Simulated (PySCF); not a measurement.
C₆H₉NS.
SMILES with atom numbers: `[CH3:1][CH2:2][CH2:3][c:4]1[cH:5][n:6][cH:7][s:8]1` (hydrogens: H9, H10, H11 on C1; H12, H13 on C2; H14, H15 on C3; H16 on C5; H17 on C7)

Structure used (PBE0-D3(BJ)/def2-SVP), in Å, numbered top down from 1:
```xyz
17
C6H9NS angstrom
C      1.8281    0.7996    0.1108
C      1.5774   -0.6529    0.4780
C      0.4265   -1.2939   -0.3026
C     -0.8916   -0.6190   -0.1125
C     -1.6875    0.0036   -1.0401
N     -2.8457    0.5584   -0.5773
C     -2.9608    0.3789    0.6994
S     -1.6534   -0.4869    1.4370
H      0.9411    1.4209    0.3101
H      2.6672    1.2181    0.6864
H      2.0708    0.9045   -0.9591
H      1.3652   -0.7336    1.5588
H      2.4884   -1.2497    0.3043
H      0.3426   -2.3574   -0.0214
H      0.6531   -1.2766   -1.3817
H     -1.4398    0.0712   -2.1018
H     -3.8023    0.7317    1.3006
```

Level: wB97X-D/def2-SVPD in PySCF, non-relativistic, on one gas-phase PBE0-D3(BJ)/def2-SVP geometry that isn't relaxed in the solvent. The solvent is an IEF-PCM continuum (van der Waals radii × 1.2). Specific hydrogen bonds and non-electrostatic terms are outside this model.

Gas phase at wB97X-D/def2-SVPD: HOMO -8.84 eV, LUMO 0.94 eV, dipole 2.18 D.

Problem. What does the continuum do to the energy, the frontier levels and the dipole at wB97X-D/def2-SVPD in chloroform and acetonitrile?

Solution. 
```csv
solvent,ε,E(solvent) − E(gas) (kcal/mol),polarisation term (kcal/mol),distortion of the solute (kcal/mol),HOMO (eV),LUMO (eV),dipole (D)
chloroform,4.711,-3.47,-3.94,0.47,-8.83,0.93,2.79
acetonitrile,35.69,-4.88,-5.85,0.97,-8.84,0.91,3.06
```

Polarisation term: ½ Σ q·V over the induced surface charges. Distortion: the rise of the solute's own energy as its density leaves the gas-phase optimum. From chloroform to acetonitrile the lowering changes by a factor 1.41, Onsager's factor (ε − 1)/(2ε + 1) by 1.35 and ε itself by 7.6.

Problem. Which radius a makes the point-dipole formula ΔE = −[(ε − 1)/(2ε + 1)]·μ²/a³ give the value in acetonitrile, with the gas-phase dipole?

Solution. μ = 0.859 au and |ΔE| = 0.00777 Eh give a = 1.89 Å; the farthest nucleus lies 4.06 Å from the centroid of the nuclei, so such a sphere wouldn't even hold the nuclei. The formula assumes a rigid point dipole at the centre of a sphere.

Problem. Give the dipole vector in the frame of the coordinates (D, pointing from negative to positive charge), gas and acetonitrile.

Solution. Gas (1.83, -0.94, 0.73), solvent (2.47, -1.42, 1.11). Its length changes by +40 % and its direction by 3°.

Problem. How does the static polarisability (wB97X-D/def2-SVPD, frozen core, with the continuum's full static response) change?

Solution. 
```
      medium  isotropic (au)  principal values (au)  ⟨r²⟩ of the electrons (bohr²)
         gas            93.2      73.8, 94.9, 110.8                         1200.6
  chloroform           117.9     91.6, 124.6, 137.5                         1200.5
acetonitrile           130.3    101.4, 140.1, 149.5                         1200.5
```

The isotropic value in acetonitrile is 1.40 times the gas-phase one; no cavity-field correction is applied. ⟨r²⟩ is taken about the centre of nuclear charge.

The run took about 2 min of CPU time (one thread, shared machine). This is the whole response run at wB97X-D/def2-SVPD in acetonitrile, SCF included.

Note: wB97X-D ran without an empirical dispersion term, which enters the total energy and its gradient alone.
